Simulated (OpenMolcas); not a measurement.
## Ge+: effect of the IPEA shift

| Item | Value |
| --- | --- |
| Program | OpenMolcas |
| Basis | ANO-R2 [6s5p4d3f1g] |
| Scalar Hamiltonian | X2C, finite nucleus |
| Active space | 3 electrons in 9 orbitals (RAS2 4s 4p; RAS3 4d, at most 2 electrons) |
| State averaging | 2S+1 = 4 odd, 1 root (0 in the spin-orbit step); 2S+1 = 2 odd, 3 roots; 2S+1 = 4 even, 3 roots; 2S+1 = 2 even, 9 roots |
| Spin-orbit coupling | RASSI with atomic mean-field integrals over the reference wave functions, term energies averaged over their components |

Methods on the same reference wave functions:
A. RASSCF
B. SS-RASPT2, IPEA 0.25 Eh, imaginary shift 0.1 Eh (closed shells correlated: 3d)
C. SS-RASPT2, IPEA 0.5 Eh, imaginary shift 0.1 Eh (closed shells correlated: 3d)

Energies in eV above 4s² 4p ²P°_1/2, the measured ground level; measured values from NIST Handbook of Basic Atomic Spectroscopic Data.

```json
{"Level": "4s² 4p ²P°_1/2", "A": "0.0000", "B": "0.0000", "C": "0.0000", "Measured": "0.0000"}
{"Level": "4s² 4p ²P°_3/2", "A": "0.1994", "B": "0.1994", "C": "0.1994", "Measured": "0.2191"}
{"Level": "4s 4p² ⁴P_1/2", "A": "5.8008", "B": "6.277", "C": "6.286", "Measured": "6.3946"}
{"Level": "4s 4p² ⁴P_3/2", "A": "5.8733", "B": "6.350", "C": "6.359", "Measured": "6.4833"}
{"Level": "4s 4p² ⁴P_5/2", "A": "5.9853", "B": "6.462", "C": "6.471", "Measured": "6.6166"}
{"Level": "4s 4p² ²D_3/2", "A": "8.1819", "B": "8.377", "C": "8.408", "Measured": "8.0609"}
{"Level": "4s 4p² ²D_5/2", "A": "8.1943", "B": "8.390", "C": "8.421", "Measured": "8.0819"}
{"Level": "4s 4p² ²S_1/2", "A": "10.7760", "B": "10.674", "C": "10.729", "Measured": "10.6491"}
{"Level": "4s 4p² ²P_1/2", "A": "11.6820", "B": "11.316", "C": "11.367", "Measured": "11.2846"}
{"Level": "4s 4p² ²P_3/2", "A": "11.7972", "B": "11.427", "C": "11.478", "Measured": "11.4218"}
```

Deviations, from unrounded energies. A percentage is the sum of absolute deviations over the sum of measured energies, with the sign that they share, or ± where signs differ.

| Against measurement | Levels | A | B | C |
| --- | --- | --- | --- | --- |
| mean absolute deviation (cm-1) | 9 | 2700 | 1000 | 1200 |
| fine structure of the ground term (%) | 1 | -9.0 | -9.0 | -9.0 |
| other configurations (%) | 8 | ±4.3 | ±1.6 | ±1.9 |

B lies closest to measurement on these levels and A furthest from it. The largest miss of B in the table is 4s 4p² ²D_3/2, by +2500 cm-1. The ranking rests on the paired levels alone, and a cruder setting can come out closer through cancelling errors.

Between B and C the level of the table that moves most is 4s 4p² ²S_1/2, by 440 cm-1 (lowest in B, highest in C). Moves below CASPT2's spread within the term are not significant.

The lowest spin-free term lies below A's lowest term by 0.478 hartree in B, 0.477 hartree in C.

CASPT2 does not keep the components of a term degenerate, so their means are used; among the terms shown or strongly mixed into the levels shown the widest spread is 19 cm-1 (4s 4p² ²D, C). Some high roots are left out of the spin-orbit mixing, which shifts the levels that they would mix with. Active for correlation alone: 4d; no level in the range computed is led by a configuration that fills it, so any true level of that kind is missing. Some terms mix strongly with configurations of 4d, whose occupation reaches 0.17 (4s 4p² ²D). Without dynamic correlation excited terms often stand tens of per cent too high (terms of higher spin than the ground term too low), and those without a measured partner can miss by more than the paired ones (holds for A). Measured partners are found by configuration, term and J. A level has none where our copy of the source lacks it or the pairing is in doubt (some pairs that miss far off the trend of their configuration count as doubtful), and it then counts in no deviation. Levels of configurations outside the active space are missing.

° marks odd parity.
